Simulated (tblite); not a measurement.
Species: C12H10Si.
InChI=1S/C12H10Si/c1-3-7-11-9(5-1)10-6-2-4-8-12(10)13-11/h1-8H,13H2

Level: GFN2-xTB in tblite, geometry and Hessian alike; calculated harmonic values, unscaled, isolated species. Against measured fundamentals such values can be off by several per cent, at times by over 20. Modes of hydrogen on silicon can be 10 to 20 % off.

Harmonic wavenumbers (cm⁻¹): 82.1, 95.8, 160.9, 211.0, 233.1, 365.8, 366.7, 375.1, 378.5, 399.7, 446.8, 466.9, 513.9, 514.2, 533.9, 589.5, 636.2, 671.6, 685.6, 693.6, 701.0, 751.9, 760.6, 777.6, 785.4, 876.0, 880.4, 912.9, 913.6, 927.2, 928.8, 980.3, 1059.5, 1084.0, 1098.1, 1118.1, 1161.9, 1171.8, 1185.7, 1186.7, 1249.8, 1254.7, 1283.1, 1311.3, 1339.2, 1418.9, 1426.2, 1449.0, 1454.3, 1571.5, 1574.0, 1584.3, 1595.0, 2243.4, 2252.1, 3062.3, 3062.9, 3066.8, 3068.9, 3074.8, 3078.6, 3084.2, 3086.4.

A = 1502, B = 575.6, C = 418.1 MHz; mass 182.055 u (most abundant isotopes); point group C2v, symmetry number 2.

**Question.** What is the zero-point energy?

**Answer.** ½Σν̃ = 37637 cm⁻¹ = 450.24 kJ/mol.

**Question.** Give the ideal-gas entropy at 200 K and 1 bar in the rigid-rotor, harmonic-oscillator model (classical rotation).

**Answer.** Translation 165.46, rotation 119.65, vibration 63.23: S = 348.3 J/(mol K).

**Question.** And Cp and H(200 K) − H(0)?

**Answer.** Cp = 128.79 J/(mol K), of which vibrations give 95.53 (their classical limit is 63 R = 523.8); H(200 K) − H(0) = 14.46 kJ/mol without the zero-point energy, 7.80 from vibrations.

**Question.** Blend soft modes into free rotors: weight 1/[1 + (100 cm⁻¹/ν̃)⁴] for the oscillator and the rest for a rotor with moment μB/(μ + B), μ = h/(8π²ν), B = 10⁻⁴⁴ kg m². What vibrational entropy results?

**Answer.** 61.78 J/(mol K) in place of 63.23, which changes −T·S at 200 K by +0.29 kJ/mol.

**Question.** How do the functions run with temperature in this model?

**Answer.** 
```csv
T (K),S (J/(mol K)),Cp (J/(mol K)),H − H(0) (kJ/mol),G − H(0) (kJ/mol),ln q(vib)
100,283.2,68.5,4.72,-23.61,0.87
300,413.1,194.8,30.65,-93.28,5.48
500,539.7,302.9,81.14,-188.71,11.44
800,705.0,397.9,187.79,-376.24,20.73
1000,798.2,435.8,271.39,-526.76,26.63
```

q(vib) and H(0) count from the zero-point level.

Hindered rotation and anharmonicity are outside this model.
